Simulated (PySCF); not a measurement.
Spectrum to structure. Theory: PySCF, TDDFT PBE0/def2-SVPD, vertical, gas phase, core orbitals frozen in the response. Geometries: GFN2-xTB, one conformer each.

```
state  E (eV)  λ (nm)       f
   S1    5.87   211.3  0.0001
   S2    6.27   197.9  0.0000
   S3    7.18   172.7   0.085
   S4    7.27   170.5  0.0011
   S5    7.62   162.7   0.083
   S6    7.92   156.6   1.128
```

Triplets computed (Tamm–Dancoff): 4.55, 4.85 eV.

Orbital energies (eV): HOMO-3 -11.19, HOMO-2 -10.00, HOMO-1 -8.23, HOMO -7.84, LUMO -0.13, LUMO+1 -0.10, LUMO+2 0.62.

**Question.** Which candidate is it? All have the formula C5H6F2.
A. `FC1=CCC[C@@H]1F`
B. `C=C=C(C)C(F)F`
C. `C=C(F)C/C=C\F`

**Answer.** B. Its S1, at 5.87 eV, is the lowest among the candidates; the nearest of the others has S1 at 6.52 eV. S1 is HOMO→LUMO+1 (89%), HOMO-1→LUMO (10%). Löwdin shares by element: HOMO carbon 81% or more (atoms not listed hold the other 19%); LUMO (one of a set within 0.03 eV) carbon 74% or more (atoms not listed hold the other 26%). At the same level the other candidates give, for their lowest levels:
- `FC1=CCC[C@@H]1F`: 6.87 eV (f 0.175); 7.20 eV (f 0.042); 7.60 eV (f 0.028); 7.72 eV (f 0.006); 7.96 eV (f 0.013); T1 4.32 eV; HOMO -7.57, LUMO -0.11 eV
- `C=C(F)C/C=C\F`: 6.52 eV (f 0.136); 6.71 eV (f 0.019); 6.99 eV (f 0.016); 7.26 eV (f 0.038); 7.57 eV (f 0.239); T1 4.40 eV; HOMO -7.47, LUMO -0.11 eV

Shape of the structure used: `[CH2:1]=[C:2]=[C:3]([CH3:4])[CH:5]([F:6])[F:7]`: C2–C3–C5–F6 121°.
